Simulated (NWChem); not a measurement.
Program: NWChem. System: CuI, charge 0, spin multiplicity 1, at a geometry optimised with PBE/def2-SVP with def2 effective core potentials on I. The structure started from a generated list of species. Level: RHF/def2-TZVP with def2 effective core potentials on I.

Part of the output:

```
             Northwest Computational Chemistry Package (NWChem) 7.3.0
             --------------------------------------------------------

                                NWChem Input Module
                                -------------------

 Scaling coordinates for geometry "geometry" by  1.889725989
 (inverse scale =  0.529177249)

 Turning off AUTOSYM since
 SYMMETRY directive was detected!

                             Geometry "geometry" -> ""
                             -------------------------

 Output coordinates in angstroms (scale by  1.889725989 to convert to a.u.)

  No.       Tag          Charge          X              Y              Z
 ---- ---------------- ---------- -------------- -------------- --------------
    1 Cu                  29.0000     0.00000000     0.00000000    -1.53308000
    2 I                   53.0000     0.00000000     0.00000000     0.83885500

 Effective nuclear repulsion energy (a.u.)     342.9037607323

            Nuclear Dipole moment (a.u.)
            ----------------------------
        X                 Y               Z
 ---------------- ---------------- ----------------
     0.0000000000     0.0000000000    -0.0000094486

      Symmetry information
      --------------------

 Group name             C2v
 Group number             16
 Group order               4
 No. of unique centers     2

      Symmetry unique atoms

     1    2


 Summary of "ao basis" -> "" (spherical)
 ------------------------------------------------------------------------------
       Tag                 Description            Shells   Functions and Types
 ---------------- ------------------------------  ------  ---------------------
 *                         def2-tzvp                  on all atoms

 Summary of "ao basis" -> "ao basis" (spherical)
 ------------------------------------------------------------------------------
       Tag                 Description            Shells   Functions and Types
 ---------------- ------------------------------  ------  ---------------------
 Cu                        def2-tzvp                15       45   6s4p4d1f
 I                         def2-tzvp                16       50   6s5p3d2f

                                 NWChem SCF Module
                                 -----------------

  ao basis        = "ao basis"
  functions       =    95
  atoms           =     2
  closed shells   =    27
  open shells     =     0
  charge          =   0.00
[...]
   36    0.2740
   37    0.2740

                       ROHF Final Molecular Orbital Analysis
                       -------------------------------------

 Vector   25  Occ=2.000000D+00  E=-3.650075D-01  Symmetry=a1
              MO Center=  5.0D-15,  7.6D-15,  4.4D-01, r^2= 2.6D+00
   Bfn.  Coefficient  Atom+Function         Bfn.  Coefficient  Atom+Function
  ----- ------------  ---------------      ----- ------------  ---------------
    63      0.478582  2 I  pz                57     -0.393968  2 I  pz
    60      0.296880  2 I  pz                 5     -0.266485  1 Cu s
    66      0.214868  2 I  pz

 Vector   26  Occ=2.000000D+00  E=-3.304495D-01  Symmetry=b2
              MO Center= -1.4D-27,  2.8D-17,  7.3D-01, r^2= 2.3D+00
   Bfn.  Coefficient  Atom+Function         Bfn.  Coefficient  Atom+Function
  ----- ------------  ---------------      ----- ------------  ---------------
    62      0.531551  2 I  py                56     -0.434971  2 I  py
    59      0.336760  2 I  py                65      0.311384  2 I  py

 Vector   27  Occ=2.000000D+00  E=-3.304495D-01  Symmetry=b1
              MO Center=  1.8D-15, -1.2D-27,  7.3D-01, r^2= 2.3D+00
   Bfn.  Coefficient  Atom+Function         Bfn.  Coefficient  Atom+Function
  ----- ------------  ---------------      ----- ------------  ---------------
    61      0.531551  2 I  px                55     -0.434971  2 I  px
    58      0.336760  2 I  px                64      0.311384  2 I  px

 Vector   28  Occ=0.000000D+00  E=-5.400588D-03  Symmetry=a1
              MO Center=  5.2D-14,  5.3D-14, -2.1D+00, r^2= 5.8D+00
   Bfn.  Coefficient  Atom+Function         Bfn.  Coefficient  Atom+Function
  ----- ------------  ---------------      ----- ------------  ---------------
     6      1.146446  1 Cu s                 51     -0.590379  2 I  s
    66      0.282670  2 I  pz                36      0.183271  1 Cu d  0
    63      0.170885  2 I  pz

 Vector   29  Occ=0.000000D+00  E= 1.725202D-01  Symmetry=b1
              MO Center=  4.4D-16,  1.0D-26, -2.0D+00, r^2= 4.3D+00
   Bfn.  Coefficient  Atom+Function         Bfn.  Coefficient  Atom+Function
  ----- ------------  ---------------      ----- ------------  ---------------
    37      0.763385  1 Cu d  1              64      0.635365  2 I  px
    16      0.617208  1 Cu px                61     -0.360663  2 I  px
    80      0.291952  2 I  d  1

 Vector   30  Occ=0.000000D+00  E= 1.725202D-01  Symmetry=b2
              MO Center=  3.0D-26, -1.8D-14, -2.0D+00, r^2= 4.3D+00
   Bfn.  Coefficient  Atom+Function         Bfn.  Coefficient  Atom+Function
  ----- ------------  ---------------      ----- ------------  ---------------
    35      0.763385  1 Cu d -1              65     -0.635365  2 I  py
    17     -0.617208  1 Cu py                62      0.360663  2 I  py
    78      0.291952  2 I  d -1

 center of mass
 --------------
 x =   0.00000000 y =   0.00000000 z =   0.09929555

 moments of inertia (a.u.)
 ------------------
         845.195694123950           0.000000000000           0.000000000000
           0.000000000000         845.195694123950           0.000000000000
           0.000000000000           0.000000000000           0.000000000000

  Mulliken analysis of the total density
  --------------------------------------

    Atom       Charge   Shell Charges
 -----------   ------   -------------------------------------------------------
    1 Cu  29    28.47   2.00  2.00  1.19  0.80  0.31  0.02  5.99  4.77  1.24  0.17  5.54  3.26  1.15  0.03  0.00
    2 I   25    25.53   0.18 -0.76  1.58  1.01  1.05  0.89 -0.49  6.45  1.35  2.87  1.38  9.22  0.76  0.03  0.00  0.00

       Multipole analysis of the density wrt the origin
       ------------------------------------------------

     L   x y z        total         open         nuclear
     -   - - -        -----         ----         -------
     0   0 0 0     -0.000000      0.000000     54.000000

     1   1 0 0     -0.000000      0.000000      0.000000
     1   0 1 0     -0.000000      0.000000      0.000000
     1   0 0 1     -2.508225      0.000000    -44.385780

     2   2 0 0    -30.127253      0.000000      0.000000
     2   1 1 0     -0.000000      0.000000      0.000000
     2   1 0 1     -0.000000      0.000000      0.000000
     2   0 2 0    -30.127253      0.000000      0.000000
     2   0 1 1     -0.000000      0.000000      0.000000
     2   0 0 2    -21.883638      0.000000    306.224611

 Task  times  cpu:        3.7s     wall:        3.7s

 Total times  cpu:        3.8s     wall:        3.8s
```

**Question.** Write an NWChem input that would produce this output.

**Answer.** One answer among several that fit: 
```
start mol
memory heap 200 mb stack 900 mb global 1100 mb
geometry units angstroms nocenter noautoz
  Cu     0.000000     0.000000    -1.533080
  I      0.000000     0.000000     0.838855
  symmetry group C2v
end
basis spherical
  * library def2-tzvp
end
ecp
  I library def2-ecp
end
scf
  rhf
  nopen 0
  maxiter 100
  thresh 1e-7
  semidirect memsize 60000000 filesize 0
end
task scf energy
```
